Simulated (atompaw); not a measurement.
**Which change was made? (Pb, PAW (atompaw))**

- Element: lead (Pb)
- Generator: atompaw 4.2.0.5
- Type: PAW
- Functional: LDA (PW92)
- Relativity: scalar-relativistic
- Frozen core: [Xe] 4f14 5d10
- Valence charge: 4
- Reference configuration: 6s2 6p0.5 (charge +1.5)
- Partial waves: 6s (bound): rc 2.00 bohr; 6s channel at -0.85 Ry: rc 2.00 bohr; 6p (bound): rc 2.00 bohr; 6p channel at 0.2 Ry: rc 2.00 bohr
- Local potential: bessel scheme, radius 1.95 bohr
- Core correction: smooth core density matched at 1.70 bohr
- Augmentation charge: sinc compensation charge, radius 1.75 bohr; PAW radius 2.00 bohr; waves and projectors: custom rrkj gramschmidtortho

Cutoffs, loose and tight: the cutoffs (Ry, on a coarse ladder) from which the occupation-weighted sum of valence levels, in a spherical-Bessel basis at the reference potential, stays within 10 and 1 mRy of its value at 400 Ry. They see the waves, projectors and local potential, not the compensation charge or the core.

The base gives: outcome: generated; cutoff, loose: 10 Ry; cutoff, tight: 18 Ry; bound ghosts: d.

(1) After one change the result is: outcome: generated; cutoff, loose: 10 Ry; cutoff, tight: 18 Ry; bound ghosts: p, d. Which change was it?
A. wave 6p channel at 0.2 Ry: rc 2.00 bohr becomes 6p channel at -0.28 Ry: rc 2.00 bohr
B. wave 6p channel at 0.2 Ry: rc 2.00 bohr becomes 6p channel at -0.61 Ry: rc 2.00 bohr
C. wave 6p channel at 0.2 Ry: rc 2.00 bohr becomes 6p channel at 0.27 Ry: rc 2.00 bohr

Answers

(1) A. The others give: wave 6p channel at 0.2 Ry: rc 2.00 bohr becomes 6p channel at -0.61 Ry: rc 2.00 bohr → outcome: generated; cutoff, loose: 8 Ry; cutoff, tight: 18 Ry; bound ghosts: p, d | wave 6p channel at 0.2 Ry: rc 2.00 bohr becomes 6p channel at 0.27 Ry: rc 2.00 bohr → outcome: generated; cutoff, loose: 10 Ry; cutoff, tight: 18 Ry; bound ghosts: d, p.
